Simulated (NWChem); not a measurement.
Species: ZrOClF; SMILES [F][Zr](=[O])[Cl]

```xyz
4

Zr     0.0616    -0.3236     0.1577
O      1.6182    -0.9251    -0.2993
F     -1.3299    -1.5902    -0.2434
Cl    -0.2024     2.0386    -0.1013
```
Atoms are numbered in this order, from 1.

Geometry: optimised at PBE0/def2-SVP. def2 effective core potentials on Zr; no spin-orbit coupling.

### Question
List the 4 lowest vertical singlet excitations from LDA (Slater exchange, VWN5)/def2-SVPD with def2 effective core potentials on Zr, TDA (NWChem).

### Answer
```tsv
state	energy (eV)	oscillator strength	leading excitation (squared amplitude)
S1	3.39	0.002	HOMO → LUMO (0.98)
S2	3.67	0.002	HOMO−1 → LUMO (0.98)
S3	4.00	0.016	HOMO−2 → LUMO (0.98)
S4	4.28	0.002	HOMO−3 → LUMO (0.96)
```
